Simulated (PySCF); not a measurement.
Compound: CH2Br2.
Bonds: Br1–C2, C2–Br3. Hydrogens: H4, H5 on C2.

An MMFF94s structure was refined with PBE0-D3(BJ)/def2-SVP geometry optimisation, gas phase (PySCF). Its MMFF94s values:

```csv
coordinate,MMFF94s
Br1–C2,1.933 Å
C2–H4,1.091 Å
Br1–C2–Br3,113.4°
Br1–C2–H4,108.2°
H4–C2–H5,110.7°
```

Q: How do these coordinates change at the PBE0-D3(BJ)/def2-SVP level?

A: 
| coordinate | PBE0-D3(BJ)/def2-SVP (Å or °) | change |
| --- | --- | --- |
| Br1–C2 | 1.923 | -0.010 |
| C2–H4 | 1.094 | +0.003 |
| Br1–C2–Br3 | 114.1 | +0.7 |
| H4–C2–H5 | 111.2 | +0.5 |
| Br1–C2–H4 | 107.9 | -0.3 |

The energy falls by 0.40 kJ/mol over 5 energy and gradient evaluations, the largest force component goes from 0.0060 to 7.8e-05 Eh/bohr, and the atoms move by 0.010 Å rms after alignment. Among the bonds, Br1–C2 and C2–Br3 change most and about equally (-0.010 Å). Bonds longer at the end by more than 0.005 Å: 0 of 4; shorter: 2. Rotational constants go from 26127, 1222, 1176 to 26793, 1224, 1180 MHz.

The run used 88 basis functions and 33 SCF cycles in all.

Stationary, but not proved a minimum.
